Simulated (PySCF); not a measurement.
Compound: C3H10OSi3.
Atom-mapped SMILES: `[CH2:1]=[C:2]1[CH2:3][SiH2:4][O:5][SiH2:6][SiH2:7]1` (hydrogens: H8, H9 on C1; H10, H11 on C3; H12, H13 on Si4; H14, H15 on Si6; H16, H17 on Si7)

Geometry (GFN2-xTB, Å), atoms numbered from 1 in this order:
```xyz
17
C3H10OSi3 angstrom
C     -0.4952    0.0813    2.2904
C     -0.5490    0.3709    0.9949
C     -1.4395   -0.3955    0.0642
Si    -0.4423   -1.6667   -0.9590
O      0.8612   -0.9192   -1.5695
Si     1.7337    0.4655   -1.4406
Si     0.5962    1.6498    0.1857
H      0.1604    0.6095    2.9623
H     -1.1114   -0.6869    2.7356
H     -1.9355    0.2965   -0.6205
H     -2.2209   -0.9118    0.6246
H      0.0580   -2.7404   -0.1032
H     -1.2020   -2.1264   -2.1185
H      3.0881   -0.0060   -1.1347
H      1.7224    1.0084   -2.8034
H     -0.2592    2.7260   -0.3529
H      1.4281    2.2572    1.2348
```

The calculation used TDDFT wB97X-D/def2-SVPD, vertical, gas phase, core orbitals frozen in the response (PySCF 2.14.0, density-fitted response routines).

Transition dipole moments from the ground state, in atomic units and in the frame of the coordinates above (overall signs are arbitrary), for the states with f of 0.002 or more among the lowest 7:

```
state  E (hartree)      μx      μy      μz
   S1       0.2106   0.357   0.198  -0.804
   S2       0.2359   0.113  -0.050   0.803
   S3       0.2404  -0.070  -0.256  -0.379
   S4       0.2451  -0.182   0.021   0.795
   S5       0.2483  -0.095   0.042  -0.082
   S6       0.2571   0.107   0.174   0.087
   S7       0.2646  -0.070   0.038   0.227
```

(1) What oscillator strength does each state have?

(2) Which bond between heavy atoms lies closest to the direction of the S1 transition dipole?

(3) What angle do the transition dipoles of S2 and S3 make?

(4) What peak molar absorption coefficient would the strongest computed level give as a lone Gaussian band 0.3 eV wide at half height?

## Answers

(1) f = (2/3) ΔE |μ|² with ΔE in hartree (27.2114 eV).

```csv
state,|μ|² (au),|μ| (D),f
S1,0.813,2.29,0.114
S2,0.660,2.06,0.104
S3,0.214,1.18,0.034
S4,0.665,2.07,0.109
S5,0.017,0.34,0.003
S6,0.049,0.56,0.008
S7,0.058,0.61,0.010
```

(2) C1–C2, at 26° from it; next C2–Si7 at 40°.

(3) |cos θ| = |μa·μb| / (|μa| |μb|) = 0.80, so θ ≈ 37° (taken between 0 and 90°, since the signs are arbitrary).

(4) ε(max) = 2.175×10⁸ f / FWHM, with the width in cm⁻¹. S1: 2.175×10⁸ × 0.1142 / 2420 ≈ 10000 L mol⁻¹ cm⁻¹.

One conformer stands for the species.
